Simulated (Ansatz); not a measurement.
A structure relaxed at PBE0-D4/def2-SVP in Ansatz, charge 1, doublet:

| atom | x (Å) | y (Å) | z (Å) |
| --- | --- | --- | --- |
| Be1 | 0.534 | -0.360 | -1.256 |
| Be2 | 1.642 | -1.052 | -3.774 |
| Be3 | -1.623 | 1.069 | 3.777 |
| Be4 | -0.545 | 0.351 | 1.254 |
| O5 | 1.094 | -0.716 | -2.536 |
| O6 | -0.008 | -0.007 | -0.002 |
| O7 | -1.094 | 0.716 | 2.536 |

(1) Give its formula and point group.

(2) Summarise the bond lengths by kind (pairs closer than 1.2 times the sum of covalent radii, bridged metal pairs left out).

Results:

(1) the cluster Be₄O₃⁺. Point group D∞h (tolerance 0.1 Å).

(2) 6 × Be–O 1.39 to 1.44 Å.

The relaxation made no stability test and no search for a lower SCF solution. Another isomer (doublet) lies 0.81 eV lower at PBE0-D4/def2-TZVP; other spin states weren't run for this one.
